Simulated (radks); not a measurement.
The hydrogen anion H-, [He], held by a Watson sphere: a shell of charge +0.69 at radius R that stands for the Madelung well of a crystal (potential energy -0.69/R inside, -0.69/r outside, in hartree with lengths in bohr). All-electron calculation, non-relativistic Kohn-Sham, LDA (Slater exchange, Perdew-Wang correlation), spin-polarised, spherical densities, point nucleus. Program: a radial shooting solver on a logarithmic mesh with Libxc functionals. Response by self-consistent Sternheimer equations with the Hartree and adiabatic LDA kernel. The sphere does not respond.

\begin{tabular}{lrrrrr}
R (bohr) & e(1s) (eV) & <r> 1s (bohr) & sum of <r^2> (bohr^2) & X-ray form factor at sin(theta)/lambda = 0.1 1/angstrom & alpha (bohr^3) \\ \hline
1.99 & -3.744 & 1.948 & 10.33 & 1.419 & 23.35 \\
2.16 & -3.559 & 1.998 & 10.90 & 1.396 & 25.99 \\
2.62 & -3.117 & 2.118 & 12.36 & 1.340 & 33.83 \\
2.77 & -2.990 & 2.153 & 12.81 & 1.324 & 36.60 \\
2.9 & -2.884 & 2.182 & 13.20 & 1.311 & 39.08 \\
3.12 & -2.717 & 2.228 & 13.83 & 1.290 & 43.46 \\
3.15 & -2.695 & 2.234 & 13.92 & 1.288 & 44.07 \\
\end{tabular}
